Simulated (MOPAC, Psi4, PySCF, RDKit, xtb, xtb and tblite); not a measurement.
Torsional profile of C3H5NSi2, SMILES N#C[SiH2][SiH2]C#C. Scanned: dihedral C2–Si3–Si4–C5; all other coordinates were relaxed at B3LYP-D3(BJ)/def2-SVP. Points at φ and −φ are mirror images.

Geometry of the scan point at -150° (Å):
```
11

C     -3.1615    -0.3023     0.1857
C     -2.0758     0.1576    -0.1176
Si    -0.4058     0.7916    -0.5273
Si     1.1571    -0.6871     0.4406
C      2.6845     0.2931     0.8636
N      3.6113     0.9469     1.1135
H     -4.1243    -0.7006     0.4511
H     -0.2190     2.1479     0.0568
H     -0.2170     0.8475    -2.0032
H      0.6438    -1.2537     1.7163
H      1.5692    -1.7816    -0.4789
```

Computed with: GFN2-xTB, on its own relaxed geometries (the stored frames are those of B3LYP-D3(BJ)/def2-SVP) (xtb and tblite); MMFF94 // B3LYP-D3(BJ)/def2-SVP (RDKit); B3LYP/def2-TZVP // B3LYP-D3(BJ)/def2-SVP (Psi4); B3LYP-D3(BJ)/def2-TZVP // B3LYP-D3(BJ)/def2-SVP (Psi4); PBE/def2-TZVP // B3LYP-D3(BJ)/def2-SVP (Psi4); PBE-D3(BJ)/def2-TZVP // B3LYP-D3(BJ)/def2-SVP (Psi4); wB97X-D/def2-TZVP // B3LYP-D3(BJ)/def2-SVP (Psi4); MP2/cc-pVTZ = Psi4 with DF-MP2 (frozen core)/cc-pVTZ // B3LYP-D3(BJ)/def2-SVP; HF/cc-pVTZ // B3LYP-D3(BJ)/def2-SVP (Psi4); UFF // B3LYP-D3(BJ)/def2-SVP (RDKit); AM1, restricted, heats of formation // B3LYP-D3(BJ)/def2-SVP (MOPAC); PM3, restricted, heats of formation // B3LYP-D3(BJ)/def2-SVP (MOPAC); GFN1-xTB // B3LYP-D3(BJ)/def2-SVP (xtb); RKS-B3LYP/6-31G* = PySCF with restricted B3LYP/6-31G*, spherical d, density fitting // B3LYP-D3(BJ)/def2-SVP; RKS-B3LYP/3-21G = restricted B3LYP/3-21G // B3LYP-D3(BJ)/def2-SVP (PySCF); RMP2/3-21G = restricted MP2 (frozen core)/3-21G // B3LYP-D3(BJ)/def2-SVP run with PySCF; RHF/3-21G = restricted Hartree-Fock/3-21G // B3LYP-D3(BJ)/def2-SVP (PySCF).

Least-squares fit of E(φ) = a0 + Σ (a_n cos nφ + b_n sin nφ), n = 1 to 4, to the 12 scan points, in kJ/mol above the lowest point of each profile (levels whose profile four harmonics don't fit are not listed):

| method | a0 | a1 | b1 | a2 | b2 | a3 | b3 | a4 | b4 | rms of fit |
|---|---|---|---|---|---|---|---|---|---|---|
| GFN2-xTB | 0.89 | 0.70 | 0.00 | -0.10 | 0.00 | 0.08 | 0.00 | -0.01 | 0.00 | 0.00 |
| MMFF94 | 4.47 | 1.72 | 0.00 | 0.68 | 0.00 | 3.38 | 0.00 | -0.08 | 0.00 | 0.05 |
| B3LYP/def2-TZVP | 3.32 | 1.31 | 0.00 | 0.29 | 0.00 | 2.24 | 0.00 | -0.08 | 0.00 | 0.01 |
| B3LYP-D3(BJ)/def2-TZVP | 2.76 | 0.43 | 0.00 | -0.07 | 0.00 | 2.24 | 0.00 | -0.05 | 0.00 | 0.02 |
| PBE/def2-TZVP | 3.08 | 1.03 | 0.00 | 0.12 | 0.00 | 2.14 | 0.00 | -0.06 | 0.00 | 0.01 |
| PBE-D3(BJ)/def2-TZVP | 2.72 | 0.49 | 0.00 | -0.09 | 0.00 | 2.13 | 0.00 | -0.04 | 0.00 | 0.02 |
| wB97X-D/def2-TZVP | 2.55 | 0.46 | 0.00 | 0.09 | 0.00 | 2.10 | 0.00 | -0.10 | 0.00 | 0.04 |
| MP2/cc-pVTZ | 2.51 | -0.08 | 0.00 | -0.25 | 0.00 | 2.36 | 0.00 | -0.01 | 0.00 | 0.02 |
| HF/cc-pVTZ | 3.43 | 1.57 | 0.00 | 0.44 | 0.00 | 2.26 | 0.00 | -0.06 | 0.00 | 0.00 |
| UFF | 3.65 | 0.13 | 0.00 | 0.46 | 0.00 | 3.56 | 0.00 | 0.00 | 0.00 | 0.07 |
| AM1 | 0.74 | 0.03 | 0.00 | 0.20 | 0.00 | -0.64 | 0.00 | -0.15 | 0.00 | 0.05 |
| PM3 | 0.69 | 0.12 | 0.00 | 0.63 | 0.00 | 0.24 | 0.00 | -0.08 | 0.00 | 0.03 |
| GFN1-xTB | 0.77 | -0.35 | 0.00 | -0.25 | 0.00 | 0.72 | 0.00 | -0.01 | 0.00 | 0.01 |
| RKS-B3LYP/6-31G* | 3.09 | 0.97 | 0.00 | 0.16 | 0.00 | 2.15 | 0.00 | -0.17 | 0.00 | 0.02 |
| RKS-B3LYP/3-21G | 2.98 | 0.92 | 0.00 | 0.02 | 0.00 | 1.93 | 0.00 | -0.14 | 0.00 | 0.01 |
| RMP2/3-21G | 2.37 | 0.16 | 0.00 | -0.11 | 0.00 | 2.01 | 0.00 | -0.05 | 0.00 | 0.03 |
| RHF/3-21G | 3.13 | 1.05 | 0.00 | -0.01 | 0.00 | 1.94 | 0.00 | -0.09 | 0.00 | 0.02 |

MMFF94 has few fitted parameters for silicon.
